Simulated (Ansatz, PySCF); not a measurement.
ethynyl anion (C2H), SMILES [C-]#C, charge -1.

The structure is a stationary point at PBE-D3(BJ)/def2-TZVPD.

Two levels are set side by side: PBE/def2-TZVPD (Ansatz, a program for electronic structure) and EOM-CCSD/aug-cc-pVDZ (PySCF). PBE by ΔSCF, the other level by its IP root; same geometry, the bases differ. Differences are taken from unrounded values.

```
quantity                          PBE
-------------------------------  ----
vertical ionisation energy (eV)  3.00
```

**Question.** These are the PBE values. What does EOM-CCSD give? (An estimate is asked for; the answer gives what the named calculation found.)

**Answer.** 
```json
[
 {"quantity": "vertical ionisation energy (eV)", "EOM-CCSD": "3.04", "PBE minus EOM-CCSD": "-0.04"}
]
```

Here PBE gives about what the other level gives.
